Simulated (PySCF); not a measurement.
Computed with PBE-D3(BJ)/def2-TZVP // CAM-B3LYP-D3(BJ)/def2-TZVP (PySCF). All species are isolated molecules in the gas phase. Excitations are Tamm–Dancoff values on a coarser integration grid. The basis has no diffuse functions, so Rydberg states are missing or too high.

Reference species (SMILES): `[H]/N=[SiH]/C#N` (neutral, multiplicity 1).

- dipole moment: 3.71 D
- S1 oscillator strength: 0.000
- HOMO–LUMO gap: 3.37 eV
- T1 excitation (TDA): 3.09 eV

Changed species: `N#CN=[SiH2]`.

### Question
What does the change do to the dipole moment, S1 oscillator strength, HOMO–LUMO gap and T1 excitation (TDA)?

### Answer
the dipole moment goes up by 2.61 D, to 6.32 D; the S1 oscillator strength hardly moves; the HOMO–LUMO gap drops by 0.78 eV, to 2.59 eV; the T1 excitation (TDA) falls by 0.67 eV, to 2.42 eV.
